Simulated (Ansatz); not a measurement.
The first iterations of a band of ClF₂H₃HfO₂ (9 atoms, charge 0, multiplicity 1).

Computed with RKS PBE0/def2-SVP (Ansatz 0.2.0).

* movable images: 5
* climbing image: yes
* spring: 5.0 eV/Å²
* optimiser: quadratic models (default)
* start path: through a guess of the saddle point
* force threshold: 0.05 eV/Å
* iteration limit: 60
* end points: relaxed

Image 0:

```xyz
9
Properties=species:S:1:pos:R:3
Hf 0.363 -0.510 0.044
O -0.456 -0.537 2.252
H -0.667 0.348 2.577
F 1.331 -0.136 -1.560
F -0.144 1.312 0.450
O -1.082 -1.601 -0.551
H -1.730 -2.113 -1.032
Cl 2.107 -1.699 1.215
H 0.130 -0.961 2.894
```

Image 6:

```xyz
9
Properties=species:S:1:pos:R:3
Hf 0.494 -0.352 0.088
O -0.426 -0.402 2.243
H -1.229 -0.939 2.174
F 1.098 -0.566 -1.712
F 0.318 1.551 0.179
O -1.187 -1.343 -0.079
H -1.658 -1.712 -0.830
Cl 2.322 -1.355 1.280
H 0.119 -0.778 2.948
```

| iteration | highest image above the first end (eV) | largest band force component (eV/Å) |
| --- | --- | --- |
| 1 | 5.277 | 32.387 |
| 2 | 1.920 | 2.124 |
| 3 | 1.407 | 1.284 |
| 4 | 1.240 | 1.537 |
| 5 | 1.110 | 1.124 |
| 6 | 0.879 | 0.967 |
| 7 | 0.883 | 3.685 |
| 8 | 0.600 | 1.175 |

**Question.** Does the band converge within its limit, and where does its top end?

**Answer.** The run converged. It ended after 24 iterations with the highest image 0.043 eV above the first end. A vibrational analysis at the climbing image gives one clearly imaginary mode, 62i cm⁻¹: a first-order saddle point.

Time of the run: 5.3 min on 4 threads of Arm Neoverse V1, with other jobs on the host, peak memory 0.33 GiB.
